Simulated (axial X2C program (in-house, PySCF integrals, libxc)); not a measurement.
**Cl or S: which binds elements of chip processing more strongly?**

Calculated with an in-house relativistic program for diatomic molecules, spin-free (one-electron X2C) or two-component (2c: spin–orbit coupling with atomic mean-field Coulomb and Gaunt terms, which also bring small scalar terms), in Dyall basis sets with cores contracted in-house; open shells are unrestricted.

Level CCSD(T), spin-free. Dyall triple-zeta sets: BCl v3z/av3z; BS v3z/av3z; AlCl v3z/av3z; AlS v3z/av3z; GeCl cv3z/av3z; GeS cv3z/av3z; SnCl cv3z/av3z; SnS cv3z/av3z. Frozen shells (counts by l): BCl Cl 2s1p, B 1s, 10 electrons correlated; BS S 2s1p, B 1s, 9 electrons correlated; AlCl Cl 2s1p, Al 2s1p, 10 electrons correlated; AlS S 2s1p, Al 2s1p, 9 electrons correlated; GeCl Ge 3s2p1d, Cl 2s1p, 11 electrons correlated; GeS Ge 3s2p1d, S 2s1p, 10 electrons correlated; SnCl Sn 4s3p2d, Cl 2s1p, 11 electrons correlated; SnS Sn 4s3p2d, S 2s1p, 10 electrons correlated. Coupled cluster in natural virtuals with an MP2 remainder. Where the outer core of a metal is frozen, bonds come out longer and ionisation energies lower.

Diatomic bonds are a first guide to the radicals met in plasma etching, cleaning and deposition, though surfaces and higher halides or oxides behave in their own way.

| element M | state of MCl | Re MCl (Å) | D0 MCl (eV) | state of MS | Re MS (Å) | D0 MS (eV) |
| --- | --- | --- | --- | --- | --- | --- |
| B | M_S = 0, Λ = 0 | 1.726 | 5.12 | M_S = 1/2, Λ = 0 | 1.621 | 5.46 |
| Al | M_S = 0, Λ = 0 | 2.158 | 5.06 | M_S = 1/2, Λ = 0 | 2.055 | 3.92 |
| Ge | M_S = 1/2, Λ = 1 | 2.193 | 3.88 | M_S = 0, Λ = 0 | 2.035 | 5.44 |
| Sn | M_S = 1/2, Λ = 1 | 2.394 | 3.75 | M_S = 0, Λ = 0 | 2.239 | 4.80 |

Question: Work out the energy at 0 K of MCl + S → MS + Cl for each element.

Answer: ΔE = D0(MCl) − D0(MS) at CCSD(T), spin-free: B -0.34, Al 1.14, Ge -1.56, Sn -1.05 eV (negative: the exchange gives off energy).

Question: For which element is the exchange to S most and for which least favourable, and what is the energy of GeCl + AlS → GeS + AlCl?

Answer: Ge most (-1.56 eV), Al least (1.14 eV). The atoms cancel in the double exchange: ΔE = -1.56 − (1.14) = -2.70 eV, a figure less sensitive to errors in the atoms than D0 itself.

Each entry is the lowest single determinant of a limited PBE0 search at one distance. D0 = De minus the zero-point energy; De goes to single-determinant-based atoms at the same level (for ions the charge split of lowest energy) and is withheld (n/a) where an atom does not fit its ground term or J level. Main or longest-lived isotopes. One determinant is a doubtful description, or other states lie close, for BS, SnS; these need not be ground states, and all values refer to the states named. Spin-free values lack the spin–orbit lowering of the atoms, a third of the ²P splitting for halogens (0.036 eV for Cl, 0.152 eV for Br from NIST levels). These D0 were not checked against measured values; triple-zeta sets, frozen cores and single determinants leave errors of some tenths of an eV, more for transition metals.
